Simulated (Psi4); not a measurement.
C$_{6}$H$_{15}$O$_{3}$, charge +1, singlet, geometry from GFN2-xTB, with bond 23-9 at 1.3 times its length; HF/STO-3G (Psi4).

Input for Psi4:
```
memory 2 GB

molecule mol {
1 1
C     2.003197   -1.893961   -0.911233
O     1.500158   -0.678166   -0.386983
C     2.140698   -0.243986    0.796643
C     1.327764    0.972029    1.240304
O    -0.052348    0.554843    1.116944
C    -1.050453    1.563890    0.834836
C    -2.143874    0.822304    0.066155
O    -1.438339    0.053130   -0.887975
C    -2.248275   -0.835909   -1.636077
H     1.879060   -2.709433   -0.193037
H     3.059207   -1.798878   -1.172343
H     1.423871   -2.097875   -1.807775
H     2.113926   -1.034924    1.558974
H     3.184797    0.032996    0.613857
H     1.520879    1.249580    2.277351
H     1.522886    1.819979    0.578210
H    -0.052785   -0.035656    0.257558
H    -0.619241    2.353084    0.212994
H    -1.408849    1.978694    1.777855
H    -2.720669    0.168249    0.734713
H    -2.830300    1.529957   -0.411671
H    -1.578416   -1.350704   -2.319643
H    -2.889268   -1.776662   -0.784193
H    -3.003130   -0.290160   -2.205926
}

set {
  basis sto-3g
  reference rhf
  diis_max_vecs 15
}

energy('scf')
print_variables()
```

Write the output that Psi4 gives for this input, abridged.


```
   => Loading Basis Set <=

    Name: STO-3G
    Role: ORBITAL
    Keyword: BASIS

         ---------------------------------------------------------
                                   SCF
               by Justin Turney, Rob Parrish, Andy Simmonett
                          and Daniel G. A. Smith
                              RHF Reference
         ---------------------------------------------------------

  ==> Geometry <==

    Molecular point group: c1
    Full point group: C1

    Geometry (in Angstrom), charge = 1, multiplicity = 1:

       Center              X                  Y                   Z               Mass
    ------------   -----------------  -----------------  -----------------  -----------------
         C            2.002464034273    -1.905156747225    -0.920634254912    12.000000000000
         O            1.499425034273    -0.689361747225    -0.396384254912    15.994914619570
         C            2.139965034273    -0.255181747225     0.787241745088    12.000000000000
         C            1.327031034273     0.960833252775     1.230902745088    12.000000000000
         O           -0.053080965727     0.543647252775     1.107542745088    15.994914619570
         C           -1.051185965727     1.552694252775     0.825434745088    12.000000000000
         C           -2.144606965727     0.811108252775     0.056753745088    12.000000000000
         O           -1.439071965727     0.041934252775    -0.897376254912    15.994914619570
         C           -2.249007965727    -0.847104747225    -1.645478254912    12.000000000000
         H            1.878327034273    -2.720628747225    -0.202438254912     1.007825032230
         H            3.058474034273    -1.810073747225    -1.181744254912     1.007825032230
         H            1.423138034273    -2.109070747225    -1.817176254912     1.007825032230
         H            2.113193034273    -1.046119747225     1.549572745088     1.007825032230
         H            3.184064034273     0.021800252775     0.604455745088     1.007825032230
         H            1.520146034273     1.238384252775     2.267949745088     1.007825032230
         H            1.522153034273     1.808783252775     0.568808745088     1.007825032230
         H           -0.053517965727    -0.046851747225     0.248156745088     1.007825032230
         H           -0.619973965727     2.341888252775     0.203592745088     1.007825032230
         H           -1.409581965727     1.967498252775     1.768453745088     1.007825032230
         H           -2.721401965727     0.157053252775     0.725311745088     1.007825032230
         H           -2.831032965727     1.518761252775    -0.421072254912     1.007825032230
         H           -1.579148965727    -1.361899747225    -2.329044254912     1.007825032230
         H           -2.890000965727    -1.787857747225    -0.793594254912     1.007825032230
         H           -3.003862965727    -0.301355747225    -2.215327254912     1.007825032230

  Running in c1 symmetry.

  Rotational constants: A =      0.06539  B =      0.03794  C =      0.02518 [cm^-1]
  Rotational constants: A =   1960.45448  B =   1137.38546  C =    754.87098 [MHz]
  Nuclear repulsion =  526.391025653774363

  Charge       = 1
  Multiplicity = 1
  Electrons    = 74
  Nalpha       = 37
  Nbeta        = 37

  ==> Algorithm <==

  SCF Algorithm Type is DF.
  DIIS enabled.
  MOM disabled.
  Fractional occupation disabled.
  Guess Type is SAD.
  Energy threshold   = 1.00e-06
  Density threshold  = 1.00e-06
  Integral threshold = 1.00e-12

  ==> Primary Basis <==

  Basis Set: STO-3G
    Blend: STO-3G
    Number of shells: 42
    Number of basis functions: 60
    Number of Cartesian functions: 60
    Spherical Harmonics?: true
    Max angular momentum: 1

   => Loading Basis Set <=

    Name: (STO-3G AUX)
    Role: JKFIT
    Keyword: DF_BASIS_SCF

  ==> Integral Setup <==

  SCF_SUBTYPE=INCORE selected. In-core MEM_DF algorithm will be used.
  Using in-core AOs.

  ==> MemDFJK: Density-Fitted J/K Matrices <==

    J tasked:                   Yes
    K tasked:                   Yes
    wK tasked:                   No
    Algorithm:                 Core
    Schwarz Cutoff:           1E-12
    Mask sparsity (%):       1.5556
    Fitting Condition:        1E-10

   => Auxiliary Basis Set <=

  Basis Set: (STO-3G AUX)
    Blend: DEF2-UNIVERSAL-JKFIT
    Number of shells: 315
    Number of basis functions: 951
    Number of Cartesian functions: 1113
    Spherical Harmonics?: true
    Max angular momentum: 4

  Minimum eigenvalue in the overlap matrix is 2.1745109336E-01.
  Reciprocal condition number of the overlap matrix is 8.6909531235E-02.
    Using symmetric orthogonalization.

  ==> Pre-Iterations <==

  SCF Guess: Superposition of Atomic Densities via on-the-fly atomic UHF (no occupation information).

   -------------------------
    Irrep   Nso     Nmo
   -------------------------
     A         60      60
   -------------------------
    Total      60      60
   -------------------------

  ==> Iterations <==

                           Total Energy        Delta E     RMS |[F,P]|

   @DF-RHF iter SAD:  -447.36107035483553   -4.47361e+02   0.00000e+00
   @DF-RHF iter   1:  -454.35184892602382   -6.99078e+00   7.57695e-03 ADIIS/DIIS
   @DF-RHF iter   2:  -454.48680529872240   -1.34956e-01   1.82515e-03 ADIIS/DIIS
   @DF-RHF iter   3:  -454.49469059805313   -7.88530e-03   4.32857e-04 ADIIS/DIIS
   @DF-RHF iter   4:  -454.49540994522289   -7.19347e-04   1.04766e-04 ADIIS/DIIS
   @DF-RHF iter   5:  -454.49545827152610   -4.83263e-05   2.80180e-05 DIIS
   @DF-RHF iter   6:  -454.49546253785206   -4.26633e-06   5.67387e-06 DIIS
   @DF-RHF iter   7:  -454.49546267861865   -1.40767e-07   1.32532e-06 DIIS
   @DF-RHF iter   8:  -454.49546268628217   -7.66352e-09   2.40967e-07 DIIS
  Energy and wave function converged.

  ==> Post-Iterations <==

    Orbital Energies [Eh]
    ---------------------

    Doubly Occupied:

       1A    -20.693987     2A    -20.456188     3A    -20.451488
       4A    -11.341733     5A    -11.341456     6A    -11.290534
       7A    -11.289554     8A    -11.246592     9A    -11.242940
      10A     -1.666650    11A     -1.494869    12A     -1.490717
      13A     -1.221809    14A     -1.151842    15A     -1.062843
      16A     -1.040345    17A     -0.984700    18A     -0.971395
      19A     -0.923692    20A     -0.870420    21A     -0.850682
      22A     -0.805554    23A     -0.784206    24A     -0.753872
      25A     -0.748626    26A     -0.741717    27A     -0.728431
      28A     -0.711455    29A     -0.690095    30A     -0.664853
      31A     -0.657562    32A     -0.642700    33A     -0.627909
      34A     -0.577207    35A     -0.563822    36A     -0.516427
      37A     -0.499042

    Virtual:

      38A      0.209350    39A      0.294777    40A      0.326078
      41A      0.328549    42A      0.381773    43A      0.391805
      44A      0.440692    45A      0.457557    46A      0.460559
      47A      0.464228    48A      0.501033    49A      0.504379
      50A      0.514887    51A      0.527683    52A      0.546165
      53A      0.554587    54A      0.558635    55A      0.565433
      56A      0.580078    57A      0.584280    58A      0.590476
      59A      0.616973    60A      0.631681

    Final Occupation by Irrep:
              A
    DOCC [    37 ]
    NA   [    37 ]
    NB   [    37 ]

  @DF-RHF Final Energy:  -454.49546268628217

   => Energetics <=

    Nuclear Repulsion Energy =            526.3910256537743635
    One-Electron Energy =               -1654.1771464823632414
    Two-Electron Energy =                 673.2906581423068246
    Total Energy =                       -454.4954626862821669

Computation Completed

Properties will be evaluated at   0.000000,   0.000000,   0.000000 [a0]

Properties computed using the SCF density matrix

 Multipole Moments:

 ------------------------------------------------------------------------------------
     Multipole            Electronic (a.u.)      Nuclear  (a.u.)        Total (a.u.)
 ------------------------------------------------------------------------------------

 L = 1.  Multiply by 2.5417464519 to convert [e a0] to [Debye]
 Dipole X            :          0.4256167           -0.3834149            0.0422018
 Dipole Y            :          2.7713067           -1.9970173            0.7742894
 Dipole Z            :          1.9129181           -0.9609524            0.9519657
 Magnitude           :                                                    1.2278208

 ------------------------------------------------------------------------------------

  Variable Map:
  ----------------------------------------------------------------------------
  "CURRENT ENERGY"           =>    -454.495462686282
  "CURRENT REFERENCE ENERGY" =>    -454.495462686282
  "DD SOLVATION ENERGY"      =>       0.000000000000
  "HF KINETIC ENERGY"        =>     449.201602007729
  "HF POTENTIAL ENERGY"      =>    -903.697064694011
  "HF TOTAL ENERGY"          =>    -454.495462686282
  "HF VIRIAL RATIO"          =>       2.011785044076
  "NUCLEAR REPULSION ENERGY" =>     526.391025653774
  "ONE-ELECTRON ENERGY"      =>   -1654.177146482363
  "PCM POLARIZATION ENERGY"  =>       0.000000000000
  "PE ENERGY"                =>       0.000000000000
  "SCF ITERATION ENERGY"     =>    -454.495462686282
  "SCF ITERATIONS"           =>       8.000000000000
  "SCF TOTAL ENERGY"         =>    -454.495462686282
  "TWO-ELECTRON ENERGY"      =>     673.290658142307

  Array Variable Map:
  ----------------------------------------------------------------------------
  "CURRENT DIPOLE"           =>       0.042201832378 ... 0.951965692731 1 by 3
  "SCF DIPOLE"               =>       0.042201832378 ... 0.951965692731 1 by 3
  "SCF TOTAL ENERGIES"       =>    -447.361070354836 ... -454.495462686282 1 by 9
```
